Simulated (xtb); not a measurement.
xtb input:

```bash
xtb mol.xyz --gfn 1 --sp --chrg 1 --uhf 0
```
mol.xyz:
```
16

Si     0.08688060    -0.65022964     0.65075238
N     -1.11004996     0.79455577     0.33711825
Si    -2.88557156     0.30831515     0.02009655
N      1.67236229    -0.11928474     0.47127887
Si     2.62251457    -0.05433288    -1.02092919
H     -0.28383893    -1.01559697     2.02339606
H     -0.35943680    -1.57360464    -0.39942795
H     -1.06029958     1.43715856     1.13061927
H     -3.14209070    -0.73655443     1.02086527
H     -2.86604946    -0.18148101    -1.36352563
H     -3.66584851     1.53613895     0.22179054
H      2.16783280     0.12203434     1.32170894
H      3.67189231    -1.08811856    -1.01426287
H      1.62392453    -0.30531624    -2.08351827
H      3.20375692     1.29443220    -1.15566667
H     -0.75955970     1.33147400    -0.45963473
```

Task: What final total energy does it print?

Result: -17.60829 Eh (GFN1-xTB).

It need not be the lowest isomer of its formula.
